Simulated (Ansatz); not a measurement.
Compare A (`O=C[SiH]1N[SiH2]1`) with its isomer B (`C1=N[SiH2]O[SiH2]1`).

Isolated molecules relaxed with PBE0-D4/def2-TZVP in Ansatz; ΔE leaves out vibrations. CCSD(T)/CBS adds triple-zeta CCSD(T) − MP2 to the extrapolated MP2 energy (def2 sets, frozen cores). Functionals use def2-TZVPP. B3LYP here is the variant with VWN-RPA as its local correlation; programs differ in this. One conformer a species, not always the lowest.

Q: Which isomer does CCSD(T)/CBS put lower? Give the gap. (Estimate.)

A: The calculation gave: B, by 68.2 kcal/mol.

Q: Give E(B) − E(A) in kcal/mol with CCSD(T)/def2-TZVPP, MP2/def2-TZVPP, CCSD/def2-TZVPP, PBE-D4, HF/def2-TZVPP, ωB97M-V, B3LYP-D4. (An estimate is asked.)

A: Ansatz gave: CCSD(T)/def2-TZVPP -67.8, MP2/def2-TZVPP -69.5, CCSD/def2-TZVPP -68.9, PBE-D4 -56.6, HF/def2-TZVPP -74.8, ωB97M-V -66.6, B3LYP-D4 -64.9. None reverses the order clearly.

Largest T1 diagnostic: 0.015.

The D4 term adds −1.3 kcal/mol with B3LYP and −0.6 kcal/mol with PBE0; it sums over pairs of atoms, weighted by their polarisabilities, and B3LYP, whose exchange is more repulsive, gets the larger term. From PBE to PBE0 (25 % exact exchange), in def2-TZVPP and without D4, E(B) − E(A) moves by −5.0 kcal/mol.
